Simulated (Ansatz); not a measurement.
Reaction (formal exchange of groups at the Al–Si bond): `C=[CH][Al]([CH3])[SiH3]` + CH₄ → `C=[CH][Al]([CH3])[CH3]` + SiH₄

Isolated molecules relaxed with PBE0-D4/def2-TZVP in Ansatz; ΔE leaves out vibrations. CCSD(T)/CBS adds triple-zeta CCSD(T) − MP2 to the extrapolated MP2 energy (def2 sets, frozen cores). This one scheme is used for every species. Functionals use def2-TZVPP. B3LYP here is the variant with VWN-RPA as its local correlation; programs differ in this. Each species was taken in one conformer, which may not be the lowest.

```csv
level,ΔE (kJ/mol),difference from CCSD(T)/CBS
PBE-D4,24.4,12.4
r2SCAN-D4,15.7,3.7
B3LYP-D4,13.1,1.1
ωB97X-V,12.3,0.3
PBE,23.2,11.2
HF/def2-TZVPP,5.8,-6.2
CCSD/def2-TZVPP,11.3,-0.7
MP2/def2-QZVPP,5.9,-6.1
SCS-MP2/def2-QZVPP,5.4,-6.6
MP2/CBS(def2),6.0,-6.0
CCSD(T)/CBS,12.0,0
```

Largest T1 diagnostic among the species: 0.012.
